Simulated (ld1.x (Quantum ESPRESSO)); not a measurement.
u(r) = r·R(r): atom against pseudo-atom (gold (Au))

Columns: radius, all-electron u(r) and pseudo u(r) of the 5d shell (level -7.50 eV) of gold in the configuration [Xe] 4f14 5d10 6s0.75 6p0.25; Wu–Cohen, scalar-relativistic, TM semilocal scheme, ld1.x (Quantum ESPRESSO) 7.5.

```csv
r (bohr),all-electron,pseudo
0.150,0.1844,0.0081
0.300,-0.3718,0.0601
0.450,-0.2858,0.1786
0.600,0.1103,0.3539
0.750,0.4721,0.5479
0.900,0.7075,0.7148
1.050,0.8259,0.8223
1.200,0.8614,0.8634
1.350,0.8455,0.8507
1.500,0.8010,0.8050
1.650,0.7425,0.7441
1.800,0.6788,0.6791
1.950,0.6151,0.6151
2.100,0.5540,0.5540
2.250,0.4971,0.4971
2.400,0.4447,0.4447
2.550,0.3970,0.3970
2.700,0.3539,0.3539
2.850,0.3152,0.3152
3.000,0.2804,0.2804
3.150,0.2492,0.2492
3.300,0.2214,0.2214
3.450,0.1967,0.1967
3.600,0.1746,0.1746
3.750,0.1551,0.1551
3.900,0.1377,0.1377
```

How many radial nodes do the two functions have?

The all-electron 5d function has n − l − 1 = 2; the pseudo-wave has 0, since the states of the same l below it are removed with the core.

At about which radius was the pseudo-wave matched?

2.10 bohr. The columns agree to 0.0005 from 1.80 bohr on; several derivatives are matched, so the curves merge somewhat inside the radius.

Is the pseudo-wave norm-conserving?

Yes: the TM semilocal scheme keeps the norm inside the radius equal to the all-electron one, which fixes the energy derivative of the logarithmic derivative at the level.
